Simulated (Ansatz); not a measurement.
Reaction (formal exchange of groups at the In–O bond): `C[O][In]([F])[Cl]` + `C=C` → `C=[CH][In]([F])[Cl]` + CH₃OH

Gas-phase electronic energies from Ansatz, PBE0-D4/def2-TZVP geometries. CCSD(T)/CBS adds triple-zeta CCSD(T) − MP2 to the extrapolated MP2 energy (def2 sets, frozen cores). This one scheme is used for every species. Functionals use def2-TZVPP. Elements past krypton have def2 core potentials. For In outer-core shells are correlated without core-valence functions, which leaves a few kJ/mol of doubt a bond. One conformer a species, not always the lowest.

| level | ΔE (kJ/mol) |
| --- | --- |
| r2SCAN-D4 | 15.8 |
| ωB97X-V | 14.7 |

**Question.** What does CCSD(T)/CBS give? (An estimate is asked.)

**Answer.** Computed: +15.1 kJ/mol. The listed levels differ from it by 0.7, -0.4 kJ/mol.

Largest T1 diagnostic among the species: 0.016.

From PBE to PBE0 (25 % exact exchange), in def2-TZVPP and without D4, ΔE moves by −4.9 kJ/mol. Leaving LDA and LC-ωPBE aside and taking each functional with its dispersion term where it has one, the values, not all of them listed here, spread over 15.0 kJ/mol, from HSE06-D4 to B97M-V. LDA lies −6.8 kJ/mol from PBE without D4.
